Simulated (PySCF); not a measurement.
Level of theory: delta-SCF UKS SCAN, pcX-2 on the ionised atom, pcseg-1 elsewhere, spin-free X2C (PySCF 2.14.0). Geometries: GFN2-xTB; isolated species, one conformer each. Values against the vacuum level.

Task: Rank by computed C 1s binding energy, lowest first.
A. C4 in `[O:1]=[CH:2][C:3]1=[CH:4][C@H:5]([F:6])[O:7]1`
B. C2 in `[F:1][C:2]1=[CH:3][O:4][CH2:5][S:6]1`
C. C3 in `[N:1]#[C:2][C:3]([F:4])([F:5])[F:6]`
D. C3 in `[CH:1]#[C:2][C:3](=[O:4])[O:5][CH2:6][F:7]`

Result: A (291.11 eV), B (293.26 eV), D (295.82 eV), C (300.60 eV).

From the lowest up, the atoms are bonded to: C (double bond), C and H (291.11); F, S and C (double bond) (293.26); O (double bond), O and C (295.82); 3 F and C (300.60).

Task: Rank by computed O 1s binding energy, lowest first.
A. O5 in `[CH:1]#[C:2][C:3](=[O:4])[O:5][CH2:6][F:7]`
B. O1 in `[O:1]=[CH:2][C:3]1=[CH:4][C@H:5]([F:6])[O:7]1`
C. Oxygen in `FC1=COCS1`

Result: B (538.34 eV), C (539.59 eV), A (540.22 eV).

The highest is bonded to 2 C, the lowest to C (double bond); the range is 1.88 eV.
